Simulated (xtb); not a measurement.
CdSe, SMILES [Se]=[Cd]. All values are semi-empirical tight-binding results from xtb (GFN2-xTB unless named), good for trends rather than for accurate numbers. The structure is a stationary point at GFN2-xTB.

Optimised geometry:

```xyz
2

Cd     0.0000     0.0000    -0.9588
Se     0.0000     0.0000     1.3536
```

For metal compounds this method's bond lengths and energies can be far off.

**Question.** Estimate the properties. (An estimate is asked for; the answer gives what the named calculation found.)

**Answer.** 
```yaml
point_group_as_xtb_finds_it: C∞v
orbital_gap: 1.77 eV
```

**Question.** Give the atomic charges and the Wiberg bond orders between heavy atoms. (Estimate from the structure and the level; the computed values follow.)

**Answer.** charges (e) Cd1 0.33, Se2 -0.33. Bond orders Cd1–Se2 1.69.
